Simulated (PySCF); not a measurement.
PBEsol on Rh⁻ (rhodium, charge -1), [Kr] 4d8 5s2, high-spin 3F determinant. All numbers are calculated (PySCF 2.14, a scalar-relativistic core potential, in def2-TZVPPD with the def2 core potential (28 electrons) (6s4p3d2f1g, 56 functions)).

```
cycle= 1 E= -110.364988929907  delta_E= -0.0124  |g|= 0.156  |ddm|= 0.701
cycle= 2 E= -110.345379867158  delta_E= 0.0196  |g|= 0.275  |ddm|= 0.422
cycle= 3 E= -110.373091696266  delta_E= -0.0277  |g|= 0.00737  |ddm|= 0.31
cycle= 4 E= -110.373117719251  delta_E= -2.6e-05  |g|= 0.00122  |ddm|= 0.0178
cycle= 5 E= -110.373118594057  delta_E= -8.75e-07  |g|= 8.5e-06  |ddm|= 0.00298
cycle= 6 E= -110.373118594144  delta_E= -8.73e-11  |g|= 6.87e-07  |ddm|= 3.62e-05
converged SCF energy = -110.373118594144  <S^2> = 2.0066047  2S+1 = 3.0043999
```

Highest occupied orbital energy: 1.464 eV; ⟨L²⟩ = 12.01; populations by l: s 4.00, p 6.00, d 8.00, f 0.00.

(1) Can this result be used?

## Answers

(1) With care. Self-consistency was reached. Energies and moments cover only the electrons outside the core potential. At PBEsol the highest occupied level has a positive energy, so only the finite basis holds that electron; in a semilocal or global hybrid functional this comes from self-interaction and does not mean that the real anion is unbound.
